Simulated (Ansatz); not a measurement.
Species: C₂H₈BClN₂, charge 0, multiplicity 1. SMILES: CNB(Cl)NC
Structure (B3LYP-D3(BJ)/def2-TZVP (Ansatz, a program for electronic structure) minimum search):
```
B
N 1 1.4064
H 2 1.0074 1 117.53
N 1 1.4088 2 123.07 3 1.47
H 4 1.0041 1 118.71 2 -176.57
C 4 1.4501 5 115.85 1 -175.96
H 6 1.0893 4 110.17 5 -15.05
H 6 1.0941 7 107.14 4 120.93
H 6 1.0961 7 107.74 8 116.01
C 2 1.4507 3 113.88 1 179.92
H 10 1.0870 2 109.40 3 179.40
H 10 1.0938 11 108.05 2 121.52
H 10 1.0939 11 108.06 12 116.87
Cl 1 1.8027 2 119.94 3 -178.69
```
Charge 0, spin multiplicity 1.

Property: vertical ionisation energy (to the doublet state of charge +1; each state is the SCF solution reached for its spin; the UHF <S^2> is 0.88 for the doublet (pure: 0.75)), in eV. Valence correlation only, unless marked. Open shells are spin-unrestricted. Spin-orbit coupling is left out. No relativistic terms. 

| level | program | vertical ionisation energy (eV) |
|---|---|---|
| HF/aug-cc-pV(T+d)Z | Ansatz | 7.94 |
| HF/aug-cc-pV(Q+d)Z | Ansatz | 7.94 |
| r2SCAN/def2-TZVPD | Ansatz | 8.36 |
| B3LYP/def2-TZVPD | Ansatz | 8.57 |
| BHLYP/def2-TZVPD | Ansatz | 8.66 |
| wB97M-V/def2-TZVPD | Ansatz | 8.82 |
| SCS-MP2/aug-cc-pV(D+d)Z | Ansatz | 9.04 |
| CCSD/aug-cc-pV(D+d)Z | Ansatz | 8.71 |
| CCSD(T)/aug-cc-pV(D+d)Z | Ansatz | 8.69 |
